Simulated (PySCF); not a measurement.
# Magnetisability: `P[Si@@H](COC)O[SiH3]`, C2H11O2PSi2

Geometry:
| atom | x (Å) | y (Å) | z (Å) |
| --- | --- | --- | --- |
| C1 | -2.125 | 1.094 | -1.035 |
| O2 | -0.997 | 0.300 | -0.769 |
| C3 | -1.035 | -0.331 | 0.493 |
| Si4 | 0.670 | -1.177 | 0.670 |
| P5 | 1.197 | -1.359 | 2.837 |
| O6 | 1.759 | -0.166 | 0.042 |
| Si7 | 1.834 | 1.103 | -0.992 |
| H8 | -1.977 | 1.535 | -2.019 |
| H9 | -2.235 | 1.891 | -0.289 |
| H10 | -3.041 | 0.489 | -1.038 |
| H11 | -1.875 | -1.036 | 0.537 |
| H12 | -1.196 | 0.415 | 1.285 |
| H13 | 0.705 | -2.394 | -0.149 |
| H14 | 2.268 | -2.204 | 2.620 |
| H15 | 0.333 | -2.413 | 3.083 |
| H16 | 1.142 | 2.239 | -0.392 |
| H17 | 1.284 | 0.712 | -2.282 |
| H18 | 3.281 | 1.311 | -1.040 |

Method used: GIAO B3LYP/pcSseg-1 magnetisability, rotational g tensor and spin-rotation constants, non-relativistic, gas phase in PySCF. Geometry: GFN2-xTB.

Problem. What are the magnetisability and the molar susceptibility?

Solution. Isotropic -1471 × 10⁻³⁰ J/T², or -88.6 × 10⁻⁶ cm³/mol; principal values -1596, -1460, -1359 × 10⁻³⁰ J/T², anisotropy 206 × 10⁻³⁰ J/T² (root of half the summed squared differences of the principal values). The susceptibility is in cgs units.

Problem. Split it along the inertial axes a, b, c into diamagnetic and paramagnetic parts about the centre of mass, with the quadrupole moment.

Solution. 
```csv
axis,χ (10⁻⁶ cm³/mol),diamagnetic (10⁻⁶ cm³/mol),paramagnetic (10⁻⁶ cm³/mol),summed x² of all electrons (Å²),quadrupole Θ (D Å)
a,-93.7,-830.4,736.7,285.6,+3.77
b,-89.6,-1367.3,1277.6,159.1,+2.15
c,-82.4,-1886.7,1804.2,36.7,-5.93
```
Anisotropies 2χaa − χbb − χcc = -15.4 and 2χbb − χaa − χcc = -3.1 × 10⁻⁶ cm³/mol. Θ is traceless in Buckingham's convention.

Problem. And the rotational g tensor?

Solution. 
| axis | rotational constant (GHz) | g | nuclear part | electronic part |
| --- | --- | --- | --- | --- |
| a | 1.7759 | -0.0219 | 0.5927 | -0.6146 |
| b | 0.9612 | -0.0133 | 0.5636 | -0.5769 |
| c | 0.6788 | -0.0102 | 0.5652 | -0.5753 |

Asymmetric top; isotopes 12C, 1H, 16O, 31P, 28Si; no vibrational averaging.
